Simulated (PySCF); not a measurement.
## Broadened absorption spectrum of C2H9NO2Si

Species: C2H9NO2Si.
Geometry (PBE0-D3(BJ)/def2-SVP, Å), atoms numbered from 1 in this order:
```xyz
15
C2H9NO2Si angstrom
C     -1.597   -0.589   -0.052
N     -0.373    0.166    0.030
C     -0.546    1.562    0.342
Si     1.126   -0.514   -0.463
O      2.275    0.450    0.257
O      1.178   -2.107    0.001
H     -2.277   -0.209   -0.840
H     -1.382   -1.645   -0.272
H     -2.156   -0.555    0.904
H     -1.056    1.691    1.316
H      0.431    2.059    0.409
H     -1.156    2.090   -0.418
H      1.414   -0.593   -1.922
H      3.136    0.447   -0.171
H      0.971   -2.262    0.929
```

Theory: TDDFT B3LYP/def2-SVPD, vertical, gas phase, core orbitals frozen in the response (PySCF).

Computed states:

| state | E (eV) | f |
| --- | --- | --- |
| S1 | 5.51 | 0.019 |
| S2 | 5.84 | 0.011 |
| S3 | 6.12 | 0.051 |
| S4 | 6.89 | 0.013 |
| S5 | 6.96 | 0.045 |
| S6 | 7.33 | 0.077 |

Broadening: Gaussians 0.25 eV wide at half height, area fixed by f = 4.319×10⁻⁹ ∫ε dν̃. The cross-section is σ = 3.8235×10⁻²¹ ε cm², given in Mb (10⁻¹⁸ cm²). The width is an assumption, not a result. The curve ends short of the highest state used, and states not computed would add to its high-energy end.

Question: What does the envelope look like, and where are its maxima?

Answer: 
```tsv
λ (nm)	σ (Mb)
184.2	3.61
185.5	1.48
186.8	0.52
188.2	0.14
189.5	0.04
190.8	0.05
192.2	0.17
193.5	0.56
194.8	1.52
196.2	3.69
197.5	7.10
198.8	11.64
200.2	16.72
201.5	20.11
202.8	21.08
204.1	19.45
205.5	15.77
206.8	11.99
208.1	8.96
209.5	6.94
210.8	5.97
212.1	5.40
213.5	4.81
214.8	4.20
216.1	3.68
217.5	3.49
218.8	3.83
220.1	4.66
221.4	5.79
222.8	6.95
224.1	7.64
225.4	7.73
226.8	7.10
228.1	6.02
229.4	4.69
230.8	3.29
232.1	2.18
233.4	1.34
234.8	0.73
236.1	0.39
237.4	0.19
238.7	0.09
240.1	0.04
241.4	0.02
```

Maxima: 225 nm (5.51 eV), ε about 2000, made up of S1 (100%); 203 nm (6.12 eV), ε about 5500, made up of S3 (99%) (ε in L mol⁻¹ cm⁻¹; maxima over ε = 5, shares over 10%). At its high-energy end, 6.73 eV, the curve is still rising (ε about 930, from S4 and S5).

Question: On this curve, what absorbance would a 10⁻³ mol/L sample give at 222 nm over a 1 cm path?

Answer: 222 nm is 5.585 eV, where ε is about 1700 L mol⁻¹ cm⁻¹, so A = ε c l ≈ 1.7 (Beer–Lambert, with the gas-phase spectrum and the assumed width).

Question: Coming from long wavelengths, where does ε first pass 100 L mol⁻¹ cm⁻¹?

Answer: At about 236 nm (5.25 eV), 0.26 eV below S1.

Question: What would ε be at 6.12 eV, the highest of these maxima, with half the width (0.125 eV)?

Answer: About 11000 L mol⁻¹ cm⁻¹ against 5520, a factor of about 1.99; a lone state at its own centre would give exactly 2.

One conformer stands for the species.

Without π bonds the low states may be Rydberg-like; a valence basis with one diffuse set may place them up to an eV too high.
